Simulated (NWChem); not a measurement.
System: C2H4ClFSi; SMILES F/C=C\[SiH2]Cl

The following NWChem deck was run.

```
start job
memory heap 200 mb stack 900 mb global 1100 mb
geometry units angstroms noautoz
  F      0.509363    -2.679655     0.000000
  C     -0.714256    -2.114272     0.000000
  C     -0.870551    -0.782491     0.000000
  Si     0.585736     0.394615     0.000000
  Cl    -0.169813     2.339088     0.000000
  H     -1.515004    -2.874516     0.000000
  H     -1.902776    -0.397667     0.000000
  H      1.436190     0.221159    -1.224054
  H      1.436190     0.221159     1.224054
end
basis spherical
  * library 6-31g*
end
dft
  xc hcth407
  iterations 150
  mulliken
end
task dft energy
```

Output (shortened):

```
             Northwest Computational Chemistry Package (NWChem) 7.3.0
             --------------------------------------------------------

 CS  symmetry detected

                             Geometry "geometry" -> ""
                             -------------------------

 Output coordinates in angstroms (scale by  1.889725989 to convert to a.u.)

  No.       Tag          Charge          X              Y              Z
 ---- ---------------- ---------- -------------- -------------- --------------
    1 F                    9.0000     0.50251764    -2.69864231     0.00000000
    2 C                    6.0000    -0.71907326    -2.12889055     0.00000000
    3 C                    6.0000    -0.87060841    -0.79655957     0.00000000
    4 Si                  14.0000     0.58987545     0.37533516     0.00000000
    5 Cl                  17.0000    -0.15872053     2.32249556     0.00000000
    6 H                    1.0000    -1.52253274    -2.88626838     0.00000000
    7 H                    1.0000    -1.90145172    -0.40804957     0.00000000
    8 H                    1.0000     1.43970421     0.19884134    -1.22405400
    9 H                    1.0000     1.43970421     0.19884134     1.22405400

 Effective nuclear repulsion energy (a.u.)     259.7160511598

      Symmetry information
      --------------------

 Group name             Cs
 Group number              2
 Group order               2
 No. of unique centers     8

                                 NWChem DFT Module
                                 -----------------

 Summary of "ao basis" -> "ao basis" (spherical)
 ------------------------------------------------------------------------------
       Tag                 Description            Shells   Functions and Types
 ---------------- ------------------------------  ------  ---------------------
 F                           6-31g*                  6       14   3s2p1d
 C                           6-31g*                  6       14   3s2p1d
 Si                          6-31g*                  8       18   4s3p1d
 Cl                          6-31g*                  8       18   4s3p1d
 H                           6-31g*                  2        2   2s

      Symmetry analysis of basis
      --------------------------

        a'         62
        a"         24

            General Information
            -------------------
          SCF calculation type: DFT
          Wavefunction type:  closed shell.
          No. of atoms     :     9
          No. of electrons :    56
           Alpha electrons :    28
            Beta electrons :    28
          Charge           :     0
          Spin multiplicity:     1
          Use of symmetry is: on ; symmetry adaption is: on
          Maximum number of iterations: 150
          AO basis - number of functions:    86
                     number of shells:    42
          Convergence on energy requested:  1.00D-06
          Convergence on density requested:  1.00D-05
          Convergence on gradient requested:  5.00D-04

              XC Information
              --------------
                      HCTH407 Method XC Functional
                      HCTH407  Exchange Functional  1.000
                   HCTH407  Correlation Functional  1.000

             Grid Information
             ----------------
          Grid used for XC integration:  medium
          Radial quadrature: Mura-Knowles
          Angular quadrature: Lebedev.
          Tag              B.-S. Rad. Rad. Pts. Rad. Cut. Ang. Pts.
          ---              ---------- --------- --------- ---------
          F                   0.50       49          12.0       434
          C                   0.70       49          11.0       434
          Si                  1.10       88          10.0       590
          Cl                  1.00       88          12.0       590
          H                   0.35       45          13.0       434
          Grid pruning is: on
          Number of quadrature shells:   458
          Spatial weights used:  Erf1

      Superposition of Atomic Density Guess
      -------------------------------------

 Sum of atomic energies:        -924.95366071

      Non-variational initial energy
      ------------------------------

 Total energy =    -926.722120
 1-e energy   =   -1795.085657
 2-e energy   =     608.647486
 HOMO         =      -0.284164
 LUMO         =       0.033863

      Symmetry analysis of molecular orbitals - initial
      -------------------------------------------------

  Numbering of irreducible representations:

     1 a'          2 a"

  Orbital symmetries:

     1 a'          2 a'          3 a'          4 a'          5 a'
     6 a'          7 a'          8 a'          9 a"         10 a'
    11 a'         12 a"         13 a'         14 a'         15 a'
    16 a'         17 a'         18 a'         19 a'         20 a"
    21 a'         22 a'         23 a"         24 a'         25 a'
    26 a"         27 a'         28 a"         29 a"         30 a'
    31 a'         32 a'         33 a'         34 a'         35 a"
    36 a'         37 a'         38 a"

     ---------------------------------------------
      Total Density - Mulliken Population Analysis
     ---------------------------------------------

    Atom       Charge   Shell Charges
 -----------   ------   -------------------------------------------------------
    1 F    9     9.44   2.00  0.94  3.38  1.00  2.10  0.01
    2 C    6     5.48   2.00  0.70  1.54  0.50  0.67  0.06
    3 C    6     6.71   2.00  0.74  2.05  0.64  1.27  0.02
    4 Si  14    13.23   2.00  2.00  5.97  0.95  1.50  0.27  0.39  0.15
    5 Cl  17    17.45   2.00  2.00  5.98  1.38  3.72  0.57  1.79  0.01
    6 H    1     0.82   0.47  0.35
    7 H    1     0.74   0.44  0.30
    8 H    1     1.07   0.47  0.60
    9 H    1     1.07   0.47  0.60

   convergence    iter        energy       DeltaE   RMS-Dens  Diis-err
 ---------------- ----- ----------------- --------- --------- ---------
 d= 0,ls=0.0,diis     1   -928.1031541182 -1.19D+03  1.55D-02  6.65D-01
 d= 0,ls=0.0,diis     2   -928.0255972116  7.76D-02  9.38D-03  1.40D+00
 d= 0,ls=0.0,diis     3   -928.1758624511 -1.50D-01  3.99D-03  9.71D-02
 d= 0,ls=0.0,diis     4   -928.1820051726 -6.14D-03  2.11D-03  4.77D-02
 d= 0,ls=0.0,diis     5   -928.1887808543 -6.78D-03  5.30D-04  3.51D-03
  Resetting Diis
 d= 0,ls=0.0,diis     6   -928.1890980879 -3.17D-04  1.70D-04  2.12D-04
 d= 0,ls=0.0,diis     7   -928.1891264302 -2.83D-05  8.18D-05  8.31D-06
 d= 0,ls=0.0,diis     8   -928.1891253027  1.13D-06  4.74D-05  1.66D-05
 d= 0,ls=0.0,diis     9   -928.1891277043 -2.40D-06  6.34D-06  5.30D-07
 d= 0,ls=0.0,diis    10   -928.1891277540 -4.97D-08  1.97D-06  3.21D-08

         Total DFT energy =     -928.189127754029
      One electron energy =    -1798.527452688115
           Coulomb energy =      682.733768290669
    Exchange-Corr. energy =      -72.111494516381
 Nuclear repulsion energy =      259.716051159799

 Numeric. integr. density =       56.000000582319

                  Occupations of the irreducible representations
                  ----------------------------------------------

                     irrep           alpha         beta
                     --------     --------     --------
                     a'               22.0         22.0
                     a"                6.0          6.0

                       DFT Final Molecular Orbital Analysis
                       ------------------------------------

 Vector   26  Occ=2.000000D+00  E=-2.806115D-01  Symmetry=a'
              MO Center= -1.2D-01,  1.5D+00, -2.3D-14, r^2= 3.4D+00
   Bfn.  Coefficient  Atom+Function         Bfn.  Coefficient  Atom+Function
  ----- ------------  ---------------      ----- ------------  ---------------
    67      0.600132  5 Cl px                71      0.323291  5 Cl px
    68      0.233984  5 Cl py                63     -0.232694  5 Cl px
    32      0.156712  3 C  py                34      0.145783  3 C  s
    31      0.139057  3 C  px                49     -0.135880  4 Si px
    72      0.128355  5 Cl py                18     -0.104238  2 C  py

 Vector   27  Occ=2.000000D+00  E=-2.795744D-01  Symmetry=a"
              MO Center=  1.0D-01,  1.7D+00, -4.2D-14, r^2= 2.9D+00
   Bfn.  Coefficient  Atom+Function         Bfn.  Coefficient  Atom+Function
  ----- ------------  ---------------      ----- ------------  ---------------
    69      0.655372  5 Cl pz                73      0.353828  5 Cl pz
    65     -0.254067  5 Cl pz                84      0.173184  8 H  s
    86     -0.173184  9 H  s                 51     -0.139718  4 Si pz
    83      0.120935  8 H  s                 85     -0.120935  9 H  s
    33     -0.085398  3 C  pz                 5      0.071772  1 F  pz

 Vector   28  Occ=2.000000D+00  E=-2.474063D-01  Symmetry=a"
              MO Center= -4.2D-01, -1.3D+00, -3.0D-15, r^2= 2.4D+00
   Bfn.  Coefficient  Atom+Function         Bfn.  Coefficient  Atom+Function
  ----- ------------  ---------------      ----- ------------  ---------------
    33      0.395501  3 C  pz                19      0.349162  2 C  pz
    37      0.294265  3 C  pz                 5     -0.284217  1 F  pz
     9     -0.216834  1 F  pz                23      0.188867  2 C  pz
    84      0.150573  8 H  s                 86     -0.150573  9 H  s
    83      0.091305  8 H  s                 85     -0.091305  9 H  s

[...]
```

Level: HCTH/407/6-31G* (spherical d). Coordinates come from a PBE-D3(BJ)/def2-SVP optimisation.
